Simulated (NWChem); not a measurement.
Species: WH$_{5}$Cl; SMILES [Cl][WH5]

All runs: NWChem. All runs use the structure optimised with PBE0/def2-SVP. def2 effective core potentials on W; no spin-orbit coupling. Level SCAN/def2-SVP: energy and gradient on several grids; changes count from the extra-fine grid, which is no exact limit either.

```tsv
grid	size of the energy change (μHa)	largest change of a gradient component (μHa/bohr)	time, medium = 1 (rough)
xcoarse	30000	9000	about 1
coarse	700	1000	about 1
medium	1000	600	about 1
fine	80	100	about 1
xfine	< 10	< 30	2
```
